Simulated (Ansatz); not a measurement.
The cluster Rb₃H₄⁻. Total charge -1; triplet. Geometry PBE0-D4/def2-TZVPD, that of the charge -1 singlet; atoms count from 1.

Cartesian coordinates in Å:
```
Rb -2.1551 -0.2593 -0.7222
Rb 0.4877 -0.2683 2.2201
Rb 1.7014 0.0890 -1.5288
H 0.1354 -1.7735 -0.1255
H 2.6622 0.8814 0.9458
H -0.6538 0.8899 -2.7481
H -2.1778 0.4408 1.9587
```

In the def2 sets Rb takes a core potential; there is no spin–orbit coupling. The highest occupied level of the charge -1 triplet lies above zero (up to 0.59 eV). By energy differences its removal costs 0.15 eV (vertical, to the charge 0 doublet, at PBE0-D4/def2-TZVPD); a positive level beside a positive removal energy at the same level points to self-interaction error. At PBE0-D4/def2-TZVPD a singlet of charge -1 lies 2.45 eV below the triplet at the same geometry. The structure comes from a short search, and lower isomers may exist.

Problem. Estimate the Mulliken populations from the PBE0/def2-TZVPD orbitals of Ansatz.

Solution. 
| atom | charge (e) | spin (α − β) |
| --- | --- | --- |
| Rb1 | 0.20 | 0.40 |
| Rb2 | 0.19 | 0.40 |
| Rb3 | 0.60 | 0.05 |
| H4 | -0.59 | 0.12 |
| H5 | -0.47 | 0.33 |
| H6 | -0.47 | 0.33 |
| H7 | -0.45 | 0.38 |
Mulliken values and Mayer orders depend strongly on the basis. With diffuse functions, as here, like atoms can get unlike values, and bond orders can come out too low or too high.

Problem. Where does the spin sit?

Solution. Summed by element: Rb 0.85, H 1.15, of 2 unpaired in all. Largest on single atoms: Rb2 0.40, Rb1 0.40, H7 0.38.

Problem. And the Mayer bond orders between bonded heavy atoms (over 0.3)?

Solution. Rb1–Rb2 0.54 (3.95 Å).
